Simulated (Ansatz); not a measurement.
Stepwise reaction of `O[SiH2][SiH3]` with hydrogen fluoride, as a gas-phase model of exchange steps in deposition or etching. ΔE in kJ/mol; ΔG adds harmonic PBE0-D4 terms to CCSD(T)/CBS, at 1 bar.

Calculated with Ansatz (gas phase, PBE0-D4/def2-TZVP geometries, no zero-point term in ΔE). CBS: MP2 limit from def2 TZ/QZ plus the TZ coupled-cluster correction, frozen cores. This one scheme is used for every species. DFT in def2-TZVPP. B3LYP here is the variant with VWN-RPA as its local correlation; programs differ in this. One conformer a species, not always the lowest.

```
step                                            reaction  PBE-D4  B3LYP-D4  ωB97M-V  CCSD(T)/CBS  ΔG(400 K)
   2  `O[SiH](F)[SiH3]` + H–F → `O[Si](F)(F)[SiH3]` + H₂  -137.3    -146.2   -146.8       -142.6     -143.9
```

Question: Give the row of step 1, `O[SiH2][SiH3]` + H–F → `O[SiH](F)[SiH3]` + H₂. (Best estimate.)

Answer: Computed: 
```tsv
step	reaction	PBE-D4	B3LYP-D4	ωB97M-V	CCSD(T)/CBS	ΔG(400 K)
1	`O[SiH2][SiH3]` + H–F → `O[SiH](F)[SiH3]` + H₂	-125.5	-135.1	-135.2	-131.3	-130.9
```

Question: By hand: ΔE of the 2 steps together at CCSD(T)/CBS.

Answer: (-131.3) + (-142.6) = -273.9 kJ/mol, or -136.9 kJ/mol a step.

In ΔE each step is lower than the one before. All are downhill at CCSD(T)/CBS. ΔG lies between -143.9 and -130.9 kJ/mol a step. PBE-D4 differs from CCSD(T)/CBS by 5.3 to 5.8 kJ/mol a step. Isolated molecules leave out the surface, adducts and barriers. Largest T1 diagnostic: 0.013.
